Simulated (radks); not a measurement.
Results of a calculation; reference values are marked as such.
I II, 52 electrons, occupied as [Kr] 4d10 5s2 5p4 (the NIST ground configuration).

Code: a radial shooting solver on a logarithmic mesh with Libxc functionals. Model: non-relativistic Kohn-Sham, LB94 model potential, spin-polarised, spherical densities, point nucleus; open shells are filled with parallel spins first (spin-orbit coupling, left out, can overturn this in heavy ions); relativity is left out, which matters for an element this heavy.

Energy parts (eV):
| part | energy |
|---|---|
| kinetic | 188772.488 |
| electron-nucleus | -447260.383 |
| Hartree | 74985.623 |
(The LB94 potential has no energy functional, so no total or exchange-correlation energy is given.)

Orbitals (lengths in bohr, moments of r in powers of bohr; r(90%) holds 90 % of the orbital's charge):
| orbital | occ. | eigenvalue (eV) | r(90%) |
|---|---|---|---|
| 1s up | 1 | -31797.16 | 0.0509 |
| 1s down | 1 | -31797.16 | 0.0509 |
| 2s up | 1 | -4816.955 | 0.189 |
| 2s down | 1 | -4816.913 | 0.189 |
| 2p up | 3 | -4532.767 | 0.170 |
| 2p down | 3 | -4532.697 | 0.170 |
| 3s up | 1 | -990.1914 | 0.479 |
| 3s down | 1 | -990.1530 | 0.479 |
| 3p up | 3 | -869.2760 | 0.475 |
| 3p down | 3 | -869.2317 | 0.475 |
| 3d up | 5 | -643.8557 | 0.451 |
| 3d down | 5 | -643.8157 | 0.451 |
| 4s up | 1 | -183.6789 | 1.11 |
| 4s down | 1 | -183.5718 | 1.11 |
| 4p up | 3 | -141.6812 | 1.18 |
| 4p down | 3 | -141.6224 | 1.18 |
| 4d up | 5 | -69.9693 | 1.38 |
| 4d down | 5 | -70.0459 | 1.38 |
| 5s up | 1 | -30.1198 | 2.87 |
| 5s down | 1 | -30.1595 | 2.83 |
| 5p up | 3 | -20.4837 | 3.44 |
| 5p down | 1 | -20.2519 | 3.39 |

The highest occupied level is 5p down at -20.252 eV. The density falls to 0.001 e/bohr^3 at r = 4.19 bohr. The spin density at the nucleus is -0.887 e/bohr^3 (1s -0.097, 2s 0.108, 3s 0.136, 4s 0.304, 5s -1.338). Spin moment in Bohr magnetons: 2.
